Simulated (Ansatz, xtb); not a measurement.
**Two isomers of C6H4O3**

We compare a, `O=Cc1cocc1C=O`, a singlet, with b, `O=Cc1ccc(C=O)o1`, a singlet. Both are isolated molecules in the gas phase, relaxed with B3LYP-D3(BJ)/def2-SVP, each in the lowest conformer that the search found.

a (Å):

```xyz
13

C     1.1165   -0.2630    2.0484
C    -0.0821    0.0338    1.2339
C    -0.9883    1.0265    1.4986
C    -1.7113    0.0482   -0.3189
C    -0.5609   -0.6160    0.0280
C     0.0220   -1.7451   -0.7052
O     1.4021    0.3656    3.0440
O    -1.9698    1.0364    0.5647
O     1.0386   -2.3219   -0.3877
H     1.7382   -1.1084    1.6786
H    -1.0496    1.7684    2.2897
H    -2.4182   -0.0714   -1.1365
H    -0.5551   -2.0536   -1.6142
```

b (Å):

```xyz
13

C     0.4331   -0.0725    3.0315
C     0.0202    0.0100    1.6289
C    -0.1397    1.0862    0.7763
C    -0.5593    0.5480   -0.4648
C    -0.6278   -0.8212   -0.2878
C    -0.9970   -1.9070   -1.1985
O     0.7186    0.8970    3.6971
O    -1.3255   -1.7250   -2.3489
O    -0.2761   -1.1457    0.9821
H     0.4625   -1.1140    3.4384
H     0.0322    2.1265    1.0419
H    -0.7897    1.0722   -1.3891
H    -0.9494   -2.9253   -0.7382
```

Which of the two would you expect CCSD(T)/def2-SVP + ΔMP2/def2-TZVPP electronic energies to favour?

CCSD(T)/def2-SVP + ΔMP2/def2-TZVPP gives E(b) − E(a) = −1.65 kcal/mol, favouring structure b, but this leans on the basis-set step: CCSD(T) alone gives −0.58 kcal/mol.

How the difference moves with the method:

| level | geometry | E(b) − E(a) (kcal/mol) | departure from the last row (kcal/mol) | job, with rough time for the two |
| --- | --- | --- | --- | --- |
| GFN2-xTB | GFN2-xTB | −1.48 | +0.17 | optimisation, 0.2 s |
| HF/STO-3G | GFN2-xTB | −1.45 | +0.20 | single point, 1.1 s |
| r2SCAN-D4/def2-SVP | GFN2-xTB | −3.90 | −2.25 | single point, 10 s |
| B3LYP-D3(BJ)/def2-SVP | B3LYP-D3(BJ)/def2-SVP | −2.22 | −0.56 | optimisation, 85 s |
| HF/def2-SVP | B3LYP-D3(BJ)/def2-SVP | +0.37 | +2.02 | part of the CCSD(T) run |
| MP2/def2-SVP | B3LYP-D3(BJ)/def2-SVP | −1.84 | −0.19 | part of the CCSD(T) run |
| CCSD(T)/def2-SVP | B3LYP-D3(BJ)/def2-SVP | −0.58 | +1.07 | single point |
| CCSD(T)/def2-SVP + ΔMP2/def2-TZVPP | B3LYP-D3(BJ)/def2-SVP | −1.65 |  | single point, 6.3 min |

As drawn, both hold the same kinds of bond in the same numbers.

HF/def2-SVP finds them nearly level. The largest departure from CCSD(T)/def2-SVP + ΔMP2/def2-TZVPP is that of r2SCAN-D4/def2-SVP, 2.25 kcal/mol. The last row adds to CCSD(T) the change of the MP2 difference between the two basis sets, here −1.07 kcal/mol.

With thermal terms from frequencies at re-optimised GFN2-xTB minima (ideal gas, soft modes damped towards free rotors, one conformer each, 298.15 K, 1 atm): the zero-point term adds −0.13 kcal/mol; ΔH is −1.79 and ΔG −1.27 kcal/mol.

The correlated steps freeze 9 core orbitals. Codes used: Ansatz 0.2.0, xtb 6.7.1; the last row on 2 threads of Arm Neoverse N1 on a shared host.
